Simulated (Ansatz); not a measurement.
Start from `[GeH3]/[CH]=C\Br` and change one atom or group to get `CC/C=C\Br`.

Ansatz, PBE0-D4/def2-TZVP geometries, multiplicity 1. Each molecule was computed in one conformer, which needn't be the lowest.

Scalar relativity is left out up to krypton.

| property | `[GeH3]/[CH]=C\Br` |
| --- | --- |
| HOMO–LUMO gap (B3LYP/def2-TZVPP) / eV | 6.31 |
| LUMO energy (PBE/def2-TZVPP) / eV | -1.69 |
| HOMO–LUMO gap (PBE/def2-TZVPP) / eV | 4.69 |
| HOMO–LUMO gap (ωB97M-V/def2-TZVPP) / eV | 10.97 |
| size of the dipole moment (PBE/def2-TZVPP) / D | 1.24 |
| HOMO energy (B3LYP/def2-TZVPP) / eV | -7.27 |

Q: What does the change do to each property? (Best estimate.)

A: Computed: 
| property | `CC/C=C\Br` | shift |
| --- | --- | --- |
| HOMO–LUMO gap (B3LYP/def2-TZVPP) / eV | 6.61 | 0.30 |
| LUMO energy (PBE/def2-TZVPP) / eV | -1.01 | 0.68 |
| HOMO–LUMO gap (PBE/def2-TZVPP) / eV | 4.96 | 0.27 |
| HOMO–LUMO gap (ωB97M-V/def2-TZVPP) / eV | 11.27 | 0.30 |
| size of the dipole moment (PBE/def2-TZVPP) / D | 1.61 | 0.37 |
| HOMO energy (B3LYP/def2-TZVPP) / eV | -6.86 | 0.41 |

With PBE0 the HOMO rises by 0.42 eV and the LUMO rises by 0.73 eV, so the gap widens by about 0.31 eV. PBE moves the HOMO by 0.42 eV and ωB97M-V by 0.41 eV. Dipoles are sizes alone; their direction can turn.

B3LYP here is the variant with VWN-RPA as its local correlation; programs differ in this.

Spin–orbit coupling is left out; it splits and shifts lone-pair levels of the heavy atoms by tenths of an eV.
